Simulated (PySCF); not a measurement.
A species of formula C7H12 has this rotational fingerprint, computed with PBE0/pcSseg-1 in PySCF (dipole) on a GFN2-xTB geometry, gas phase:

```
Rotational constants : A = 6508, B = 1461, C = 1312 MHz
Dipole components    : |μa| = 0.29 D, |μb| = 0.17 D, |μc| = 0.13 D
Inertial defect      : -38.39 u·Å²
κ                    : -0.94
```

Question: Which structure is it? (One computed conformer of each.)
A. `C=C=CC(C)(C)C`
B. `[CH2:1]=[CH:2][C:3]1([CH3:4])[CH2:5][CH2:6][CH2:7]1` with C1–C2–C3–C4 -96°, C2–C3–C5–C6 -131°, C3–C5–C6–C7 11°, C5–C6–C7–C3 -11°, C2–C3–C7–C6 129°
C. `[CH2:1]=[C:2](/[CH:3]=[CH:4]/[CH3:5])[CH2:6][CH3:7]` with C1–C2–C3–C4 -178°, C1–C2–C6–C7 -99°
D. `[CH2:1]=[CH:2][CH2:3][CH:4]1[CH2:5][CH2:6][CH2:7]1` with C1–C2–C3–C4 -120°, C2–C3–C4–C5 176°, C3–C4–C5–C6 -130°, C4–C5–C6–C7 10°, C5–C6–C7–C4 -10°, C3–C4–C7–C6 130°

Answer: D. It is C=CCC1CCC1, a near-prolate asymmetric top, point group C1. The candidates at the same level (rigid rotor, commonest isotopes):

| SMILES | A (MHz) | B (MHz) | C (MHz) | μa (D) | μb (D) | μc (D) | Δ (u·Å²) | point group | rotor |
| --- | --- | --- | --- | --- | --- | --- | --- | --- | --- |
| C=C=CC(C)(C)C | 4394 | 1618 | 1610 | 0.39 | 0.13 | 0.00 | -113.54 | Cs | near-prolate asymmetric top |
| C=CC1(C)CCC1 | 4076 | 2153 | 1914 | 0.28 | 0.17 | 0.01 | -94.70 | C1 | asymmetric top |
| C=C(/C=C/C)CC | 3902 | 1633 | 1248 | 0.41 | 0.50 | 0.04 | -33.84 | C1 | asymmetric top |
| C=CCC1CCC1 | 6508 | 1461 | 1312 | 0.29 | 0.17 | 0.13 | -38.39 | C1 | near-prolate asymmetric top |

`C=C(/C=C/C)CC` has A 40 % too low; `C=C=CC(C)(C)C` has A 32 % too low; `C=CC1(C)CCC1` has B 47 % too high. No structure here is proved a minimum.
